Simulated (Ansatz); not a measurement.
Ansatz (a first-principles code) input:

Ansatz 0.2 input:
```yaml
crystal:
  periodic: [false, false, false]
  atoms:
    - {symbol: Re, position_ang: [0.06611027, -0.07639622, 0.06696306]}
    - {symbol: O, position_ang: [0.91796332, 0.58469534, -1.26759985]}
    - {symbol: O, position_ang: [-1.53774712, 0.13151920, 0.63982120]}
basis:
  gaussian:
    orbitals: def2-TZVP
hamiltonian:
  xc: {name: PBE0}
magnetization: {spin_polarized: true, initial_magnetization: 3}
relax: {f_tol: 0.003, max_steps: 100}
```

**Question.** Which total energy does the run end on?

**Answer.** -228.62954 Eh (PBE0/def2-TZVP). The basis has 102 functions.

The spin state was set by rule; other spins were not relaxed.
